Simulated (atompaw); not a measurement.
# Cutoff test, calcium (Ca), PAW (atompaw)

atompaw 4.2.0.5 input, output lines left out:

```
Ca 20
GGA-PBESOL scalarrelativistic loggrid 1500 logderivrange -2 5 176
4 4 3 0 0 0
4 0 1
4 1 0
3 2 1
0 0 0
c
c
c
v
c
c
v
v
2
3.00 2.85 2.95 3.00
y
1.15
n
y
1.45
n
y
0.5
n
custom rrkj gramschmidtortho besselshape
3 1 vpsmatchnc
3.00
3.00
3.00
3.00
3.00
3.00
```

The pseudo-atom Hamiltonian at the reference potential is diagonalised in spherical Bessel functions j_l(qr) that vanish at 20 bohr, with q² up to the cutoff. All-electron valence levels (Ry): 4s -0.2429, 4p -0.0894, 3d -0.0553.

Task: How do the lowest levels (Ry) of each channel move with the cutoff, and are there ghosts?

Result:

| cutoff (Ry) | s #1 | s #2 | p #1 | p #2 | d #1 | d #2 | f #1 | f #2 | Σ f·Δε (mRy) |
| --- | --- | --- | --- | --- | --- | --- | --- | --- | --- |
| 8 | -0.2429 | -0.0058 | -0.0894 | -0.0286 | -0.0532 | 0.0415 | 0.0825 | 0.2005 | 2.1 |
| 10 | -0.3703 | -0.2429 | -0.3650 | -0.0893 | -0.0549 | 0.0408 | 0.0825 | 0.2005 | 0.4 |
| 12 | -0.6197 | -0.2429 | -0.5273 | -0.0893 | -0.0551 | 0.0406 | 0.0825 | 0.2005 | 0.1 |
| 15 | -0.7599 | -0.2429 | -0.6226 | -0.0893 | -0.0551 | 0.0405 | 0.0825 | 0.2005 | 0.1 |
| 400 | -0.8873 | -0.2429 | -0.6628 | -0.0893 | -0.0552 | 0.0405 | 0.0825 | 0.2005 | 0.0 |

Result: ghost states, extra bound levels that the all-electron valence spectrum of the same l lacks: s at -12.1 eV, p at -9.0 eV (a true bound ghost makes a file unfit for plane-wave use); 10 mRy is reached at 8 Ry and 1 mRy at 10 Ry.
